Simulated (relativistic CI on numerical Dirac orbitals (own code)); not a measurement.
Hyperfine structure of Ar III, mass number 39

Calculated at this level of theory: Dirac-Coulomb-Breit CI, orbitals from a KLI potential per configuration, QED by a radiative potential, valence Slater integrals scaled by 0.85, P86 correlation energy added to each configuration (own radial code, finite nucleus).

Configurations in the expansion (outside the closed core [Ne]): 3s2.3p4, 3s.3p5, 3s2.3p3.3d, 3p6, 3s.3p4.3d, 3s2.3p3.4s, 3s2.3p3.4p, 3s2.3p3.4d, 3s2.3p3.5s, 3s2.3p3.5p, 3s2.3p3.4f, 3s2.3p2.3d.4p, 3s2.3p2.3d2, 3s2.3p.3d3, 3s.3p2.3d3, 3s2.3p.3d2.4s, 3s2.3p.3d2.4p, 3s2.3p.3d2.4d, 3s2.3p2.3d.4s, 3s.3p2.3d2.4s, 3s2.3p.3d.4s2, 3s2.3p.3d.4s.4p, 3s2.3p.3d.4s.4d, 3s2.3p2.4s2, 3s.3p2.3d.4s2, 3s2.3p.4s2.4p, 3s2.3p.4s2.4d. Double excitations out of closed p, d and f shells are left out; levels of such configurations are missing from the list, as are those of other unlisted configurations, and high levels can miss mixing partners. These lack a partner that the ground configuration has and come out too high: 3s2.3p3.5s, 3s2.3p3.5p, 3s2.3p3.4f.

Nuclear spin I = 7/2, μ = -1.59 μN, Q = -0.116 b (tables of Stone and Pyykkö). The electronic factors are computed for point nuclear moments, without core polarisation; leaving it out makes A of s and p electrons in near-neutral atoms 20 to 40 % too small, and it can dominate for d and f shells.

```tsv
Level	E (cm⁻¹)	A (MHz)	B (MHz)
3s2.3p4 3P_2	0.0	-320	-128
3s2.3p4 3P_1	1098.2	-7.358	63.4
3s2.3p4 1D_2	14032.8	-535.9	258
3s.3p5 3P°_2	127148.5	-1330	116
3s.3p5 3P°_1	128147.6	-1543	-58.7
3s2.3p3.3d 5D°_1	155638.7	-21.37	4.08
3s2.3p3.3d 5D°_2	155639.3	-19.44	2.44
3s2.3p3.3d 5D°_3	155640.6	-17.41	-2.82
```

Levels with J = 0, under 50 % of one LS term, or S terms without an open s electron are left out. Small factors come from cancelling terms and can be off by tens of per cent or more.

For a near-neutral ion this model can misplace configurations by up to about 10,000 cm⁻¹ (more where the count of f electrons changes) and terms by 10 to 25 % of their spread. Rates follow the energies as ν³ (E1, M1) or ν⁵ (E2), so they and the lifetimes can be off by large factors. The fine structure of a lone outer electron comes out too small, for d and f at times inverted, and misplaced configurations move strength between like terms. 66 of the 69 excited levels that our extract of the measured tables holds in this range could be paired (the sources list more); they are missed by 10420 cm⁻¹ on average and 16617 at most, and levels without a partner can miss by more.

Give the hyperfine levels of 3s2.3p4 3P_2 relative to its centre of gravity.

With K = F(F + 1) − I(I + 1) − J(J + 1), E = AK/2 + B[¾K(K + 1) − I(I + 1)J(J + 1)]/[2I(2I − 1)J(2J − 1)]: F = 3/2: 2812, F = 5/2: 2069, F = 7/2: 996.4, F = 9/2: -436.7, F = 11/2: -2272 MHz.
